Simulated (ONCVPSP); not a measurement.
## Potentials for manganese compared

Generated with ld1.x 7.5 (TM, RRKJ, ultrasoft, PAW), atompaw 4.2 or ONCVPSP 4.0.1. The cutoff is in Ry: for ld1.x and atompaw files where the sum of valence levels is converged to 10 mRy in a Bessel basis, for ONCV files where the hardest occupied wave has 1 mHa per electron of residual kinetic energy. The error is the largest all-electron minus pseudo excitation energy over each file’s own four to seven test configurations (ionisations up to +4, promotions, holes and added fractions of an electron), all of which were solved. The labels leave out finer settings (local radius, basis sizes, second energies), which also bear on the numbers. Spin-polarised tests are not counted. The rows are a selection from randomly drawn settings: files with unsolved tests, undetermined cutoffs or missed reference levels are left out.

| potential | cutoff (Ry) | largest error (meV) | bound ghosts |
| --- | --- | --- | --- |
| ONCV, PBEsol, scalar-relativistic, rc 2.50/1.35/2.00 (spd), local smoothed, core correction yes, reference 3p6 3d5 4s1 4p1, qcut 2.7/12/7.2, projectors 2/2/1 | 64 | +3.6 | none |
| ONCV, PBEsol, scalar-relativistic, rc 1.75/1.85/1.90 (spd), local smoothed, core correction yes, reference 3d4, qcut 3.1/5.2/9.3, projectors 2/2/2 | 62 | +495 | none |
| ONCV, PBE, scalar-relativistic, rc 1.35/0.95/1.45/1.45 (spdf), local smoothed, core correction no, reference 3s2 3p6 3d5 4s2, qcut 8.8/8.9/9.4/6.6, projectors 2/2/2/2 | 176 | +28 | none |
| ONCV, PBE, scalar-relativistic, rc 1.45/1.10/1.10 (spd), local smoothed, core correction yes, reference 3s2 3p6 3d5.5 4s1.5, qcut 6.7/10/12.5, projectors 2/2/2 | 130 | -1.9 | none |
| ONCV, LDA (Perdew-Wang 92), scalar-relativistic, rc 1.55/0.85/0.90 (spd), local smoothed, core correction yes, reference 3s2 3p6 3d5 4s1.5, qcut 8.1/10.5/12.2, projectors 2/2/2 | 240 | +4.4 | none |

**Question.** Fill in the row for Mn: ONCV, revPBE, scalar-relativistic, rc 1.65/1.10/1.70 (spd), local smoothed, core correction no, reference 3s2 3p6 3d5 4s1.5, qcut 5.7/13.4/11, projectors 2/2/2.

**Answer.** cutoff 84 Ry, largest error +30 meV, bound ghosts: none.
